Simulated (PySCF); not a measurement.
An element was calculated at PBE (PySCF 2.14, ECP, a triple-zeta basis, no spin-orbit coupling), in the ground configurations that NIST lists.

| Property | Result |
| --- | --- |
| electron affinity | 2.078 eV |
| first ionisation energy | 9.603 eV |
| second ionisation energy | 21.239 eV |
| third ionisation energy | 31.467 eV |
| polarisability of the atom | 27.8 bohr³ |

Q: Which element is it?

A: Selenium (Se, Z = 34), in aug-cc-pVTZ-PP with ECP10MDF. NIST lists 9.752, 21.196 ± 0.01, 31.697 ± 0.019 eV for these ionisation energies.
